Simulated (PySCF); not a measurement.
Dipole polarisabilities along the second row

Calculated with PySCF 2.14 for the ground configurations, without spin-orbit coupling: coupled response for Hartree-Fock and DFT, finite fields for MP2 and CCSD(T), with Be 1s2; B 1s2; C 1s2; N 1s2; O 1s2; F 1s2; Ne 1s2 frozen. Mean α in bohr³, C₆ of like pairs in atomic units.

```tsv
species	α UHF	α PBE	α PBE0	α MP2	α CCSD(T)	α recommended (Schwerdtfeger and Nagle)	C₆ UHF	C₆ PBE	C₆ PBE0
Li [He] 2s1 (aug-cc-pCVDZ, non-relativistic)	168.8	141.7	146.1	n/a	n/a	164.1	1459	1115	1167
Be [He] 2s2 (aug-cc-pCVDZ, non-relativistic)	44.97	42.44	42.68	42.10	37.80	37.74 ± 0.03	279.9	255.9	258.2
B [He] 2s2 2p1 (aug-cc-pwCVDZ, non-relativistic)	21.84	22.67	21.94	19.78	20.20	20.5 ± 0.1	105.4	111.8	107.6
C [He] 2s2 2p2 (aug-cc-pwCVDZ, non-relativistic)	11.59	12.47	11.98	11.17	11.26	11.3 ± 0.4	45.30	50.61	48.14
N [He] 2s2 2p3 (aug-cc-pwCVDZ, non-relativistic)	6.820	7.436	7.133	6.795	6.831	7.4 ± 0.2	22.25	25.25	23.99
O [He] 2s2 2p4 (aug-cc-pwCVDZ, non-relativistic)	4.188	4.796	4.565	4.433	4.505	5.3 ± 0.2	12.15	14.18	13.44
F [He] 2s2 2p5 (aug-cc-pwCVDZ, non-relativistic)	2.710	3.161	3.001	2.924	2.946	3.74 ± 0.08	6.926	8.134	7.723
Ne [Ne] (aug-cc-pwCVDZ, non-relativistic)	1.834	2.142	2.035	1.990	1.981	2.661	4.131	4.821	4.592
```

Hartree-Fock lacks correlation. MP2 and CCSD(T) carry the error of the frozen core. All values carry a basis error.
